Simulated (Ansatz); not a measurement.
`C[N](C)[Mo](=[O])(=[O])[F]` + CH₄ → `[CH3][Mo](=[O])(=[O])[F]` + dimethylamine  (formal exchange of groups at a Mo–N bond)

Program: Ansatz. Geometries: PBE0-D4/def2-TZVP. ΔE: electronic, gas phase. CCSD(T)/CBS adds triple-zeta CCSD(T) − MP2 to the extrapolated MP2 energy (def2 sets, frozen cores). This one scheme is used for every species. Functionals use def2-TZVPP. def2 core potentials past Kr. For Mo outer-core shells are correlated without core-valence functions, which leaves a few kJ/mol of doubt a bond. Each species was taken in one conformer, which may not be the lowest.

```tsv
level	ΔE (kcal/mol)
revPBE-D4	27.8
BLYP-D4	29.2
CAM-B3LYP-D4	26.7
PBE-QIDH	26.1
CAM-B3LYP	25.2
HF/def2-TZVPP	20.7
MP2/def2-TZVPP	29.8
CCSD(T)/def2-TZVPP	26.5
```

(1) What does CCSD(T)/CBS give? (Best estimate.)

(2) What do rigid-rotor, harmonic-oscillator terms from PBE0-D4/def2-TZVP frequencies (298.15 K, 1 bar) make of the CCSD(T)/CBS value? (Estimate.)

Largest T1 diagnostic among the species: 0.025, so the coupled-cluster value is less sure than usual.

Results:

(1) The calculation gave: +26.4 kcal/mol. The listed levels differ from it by 1.4, 2.8, 0.3, -0.3, -1.2, -5.7, 3.4, 0.1 kcal/mol.

(2) The calculation gave: ΔZPE = +0.6 kcal/mol, ΔH = +26.3 kcal/mol, ΔS = 29 J/(mol·K), ΔG = +24.2 kcal/mol.

The D4 term adds +2.4 kcal/mol with B3LYP and +1.4 kcal/mol with PBE0; it sums over pairs of atoms, weighted by their polarisabilities, and B3LYP, whose exchange is more repulsive, gets the larger term. Leaving LDA and LC-ωPBE aside and taking each functional with its dispersion term where it has one, the values, not all of them listed here, spread over 4.6 kcal/mol, from ωB97M-V to BLYP-D4. LDA lies +2.3 kcal/mol from PBE without D4. At CCSD(T), def2-SVP lies +4.0 kcal/mol from the extrapolated value and def2-TZVPP +0.2 kcal/mol.

B3LYP here is the variant with VWN-RPA as its local correlation; programs differ in this.
